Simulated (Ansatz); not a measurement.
CH$_{9}$BSSi$_{2}$, SMILES `BS[SiH2][SiH2]C`, relaxed with RKS PBE-D4/def2-SVP in the Gaussian-basis code of Ansatz from a rough embedded geometry. The force threshold is 0.03 eV/Å; the program also tests the step.

Charge 0, multiplicity 1.

Start:

```xyz
14

B    -1.956   -1.484   -0.980
S    -1.774    0.273   -1.460
Si   -1.148    0.790    0.527
Si    0.932    0.097    0.907
C     2.073    0.633   -0.395
H    -1.006   -2.271   -1.133
H    -2.961   -1.929   -0.600
H    -1.090    2.322    0.607
H    -2.121    0.302    1.475
H     1.345    0.510    2.220
H     0.845   -1.444    0.896
H     3.077    0.264   -0.232
H     2.092    1.687   -0.418
H     1.692    0.250   -1.415
```

Problem. By how much does the energy fall, and how many steps does the optimiser take? (Estimate.)

Solution. Computed: 109.95 kJ/mol, in 17 steps, 2 of them rejected.

Problem. Which bonds change most? (Estimate.)

Solution. The calculation gave: Si3–Si4 from 2.225 to 2.352 Å; Si4–C5 from 1.813 to 1.894 Å; Si4–H10 from 1.437 to 1.508 Å; Si3–H9 from 1.444 to 1.504 Å.

Problem. Give the relaxed structure. (An estimate is asked.)

Solution. Ansatz gave: 
```xyz
14

B    -1.909   -1.613   -1.173
S    -1.700    0.131   -1.495
Si   -1.226    0.873    0.526
Si    0.935    0.107    1.053
C     2.121    0.623   -0.330
H    -2.182   -2.302   -2.134
H    -1.793   -2.076   -0.055
H    -1.276    2.375    0.422
H    -2.298    0.420    1.478
H     1.369    0.669    2.384
H     0.870   -1.393    1.173
H     3.132    0.201   -0.160
H     2.208    1.727   -0.381
H     1.748    0.259   -1.308
```
